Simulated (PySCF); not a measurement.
BCl$_{3}$ (SMILES ClB(Cl)Cl), singlet, geometry from GFN2-xTB, with bond 4-1 at 1.6 times its length; TPSS/def2-SVP run with PySCF.

Here is a job for PySCF.
```python
from pyscf import gto, scf, dft

mol = gto.Mole()
mol.atom = '''
    B    -0.000129    0.000175   -0.010652
    Cl    0.026664    1.722908    0.028970
    Cl    1.478870   -0.884263   -0.031397
    Cl   -2.408717   -1.342020    0.015286
'''
mol.basis = 'def2-svp'
mol.charge = 0
mol.spin = 0
mol.verbose = 4
mol.build()

mf = dft.RKS(mol)
mf.xc = 'tpss'
mf.init_guess = '1e'
mf = mf.newton()
mf.kernel()
mf.analyze()
```

### Question
Write the output that PySCF gives for this input, abridged.

### Answer

```
PySCF version 2.14.0

[INPUT] verbose = 4
[INPUT] num. atoms = 4
[INPUT] num. electrons = 56
[INPUT] charge = 0
[INPUT] spin (= nelec alpha-beta = 2S) = 0
[INPUT] symmetry False subgroup None
[INPUT] Mole.unit = angstrom
[INPUT] Symbol           X                Y                Z      unit          X                Y                Z       unit  Magmom
[...]
nuclear repulsion = 197.877946540067
number of shells = 30
number of NR pGTOs = 132
number of NR cGTOs = 68
basis = def2-svp
ecp = {}

******** <class 'pyscf.soscf.newton_ah.SecondOrderRKS'> ********
method = SecondOrderRKS
initial guess = 1e
damping factor = 0
level_shift factor = 0
DIIS = <class 'pyscf.scf.diis.CDIIS'>
diis_start_cycle = 1
diis_space = 8
diis_damp = 0
SCF conv_tol = 1e-09
SCF conv_tol_grad = None
SCF max_cycles = 50
direct_scf = True
direct_scf_tol = 1e-13
XC library pyscf.dft.libxc version 7.1.2
    S. Lehtola, C. Steigemann, M. J. T. Oliveira, and M. A. L. Marques,  SoftwareX 7, 1–5 (2018)
XC functionals = tpss
    J. Tao, J. P. Perdew, V. N. Staroverov, and G. E. Scuseria,  Phys. Rev. Lett. 91, 146401 (2003)
    J. P. Perdew, J. Tao, V. N. Staroverov, and G. E. Scuseria,  J. Chem. Phys. 120, 6898 (2004)
    J. Tao, J. P. Perdew, V. N. Staroverov, and G. E. Scuseria,  Phys. Rev. Lett. 91, 146401 (2003)
    J. P. Perdew, J. Tao, V. N. Staroverov, and G. E. Scuseria,  J. Chem. Phys. 120, 6898 (2004)
radial grids:
    Treutler-Ahlrichs [JCP 102, 346 (1995); DOI:10.1063/1.469408] (M4) radial grids

becke partition: Becke, JCP 88, 2547 (1988); DOI:10.1063/1.454033
pruning grids: <function nwchem_prune>
grids dens level: 3
symmetrized grids: False
atomic radii adjust function: <function treutler_atomic_radii_adjust>
small_rho_cutoff = 0
******** <class 'pyscf.dft.rks.RKS'> Newton solver flags ********
SCF tol = 1e-09
conv_tol_grad = None
max. SCF cycles = 50
direct_scf = True
direct_scf_tol = 1e-13
max_cycle_inner = 12
max_stepsize = 0.05
ah_start_tol = 1e+09
ah_level_shift = 0
ah_conv_tol = 1e-12
ah_lindep = 1e-14
ah_start_cycle = 1
ah_max_cycle = 40
ah_grad_trust_region = 2.5
kf_interval = 4
kf_trust_region = 5
canonicalization = True
Set conv_tol_grad to 3.16228e-05
Initial guess from hcore.
[...]
tot grids = 70688
[...]
Initial guess E= -1388.2526999965  |g|= 6.15969
macro= 0  E= -1393.01755941541  delta_E= -4.76486  |g|= 4.94049  2 KF 14 JK
macro= 1  E= -1400.04527311431  delta_E= -7.02771  |g|= 3.84667  3 KF 15 JK
macro= 2  E= -1403.91397402457  delta_E= -3.8687  |g|= 1.40842  3 KF 15 JK
macro= 3  E= -1404.91630352009  delta_E= -1.00233  |g|= 0.584335  3 KF 16 JK
macro= 4  E= -1405.07763004585  delta_E= -0.161327  |g|= 0.112409  3 KF 11 JK
macro= 5  E= -1405.08134476403  delta_E= -0.00371472  |g|= 0.000988738  5 KF 18 JK
macro= 6  E= -1405.08134499762  delta_E= -2.33588e-07  |g|= 7.86996e-05  2 KF 10 JK
macro= 7  E= -1405.08134499761  delta_E= 2.72848e-12  |g|= 1.05493e-05  1 KF 2 JK
Canonicalize SCF orbitals
macro X = 8  E=-1405.08134499761  |g|= 1.05493e-05  total 23 KF 110 JK
converged SCF energy = -1405.08134499761
**** SCF Summaries ****
Total Energy =                       -1405.081344997614451
Nuclear Repulsion Energy =             197.877946540067114
One-electron Energy =                -2332.118207651401462
Two-electron Energy =                  729.158916113720011
Two-electron Coulomb Energy =          817.906513528260007
DFT Exchange-Correlation Energy =      -88.747597414539982
HOMO-LUMO gap [eV] =                     2.174825198411789
**** MO energy ****
[...]
 ** Mulliken pop on meta-lowdin orthogonal AOs  **
 ** Mulliken pop  **
 ** Mulliken atomic charges  **
charge of    0B =      0.11981
charge of    1Cl =      0.09756
charge of    2Cl =      0.09756
charge of    3Cl =     -0.31493
Dipole moment(X, Y, Z, Debye):  3.85847,  2.14996, -0.03585
```
